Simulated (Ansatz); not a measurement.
```yaml
crystal:
  periodic: [false, false, false]
  atoms:
    - {symbol: N, position_ang: [-0.818689, -0.082779, 1.491552]}
    - {symbol: C, position_ang: [-0.292286, 0.037947, 0.360580]}
    - {symbol: N, position_ang: [0.879481, -0.506765, -0.214890]}
    - {symbol: B, position_ang: [0.171646, 0.321020, -1.056728]}
    - {symbol: F, position_ang: [0.176767, 0.823278, -2.262361]}
    - {symbol: H, position_ang: [-1.671966, 0.466363, 1.546366]}
    - {symbol: H, position_ang: [1.616249, -1.127063, 0.089682]}
basis:
  gaussian: {orbitals: def2-SVP, final_grid: {core_spheres: 8, valence_spheres: 7, degree: 23}}
magnetization: {spin_polarized: true, initial_magnetization: 1}
hamiltonian: {xc: {name: revPBE0}, dispersion: d3bj}
accuracy: high
scf: {lower_state_search: light}
output: {forces: true}
```

```sh
$ ansatz run in.yaml --threads 2 --pin off --events-out ev --progress --plain --max-ram 4352MiB
```

It prints (some lines left out):

```
Error: a molecule whose nuclei and cores have a total charge of 36 cannot have a net charge of 0 together with 1 unpaired electrons
```

(1) Something in this input is off. What?

Answers

(1) The number of unpaired electrons doesn't fit the electron count. The program refused the input.
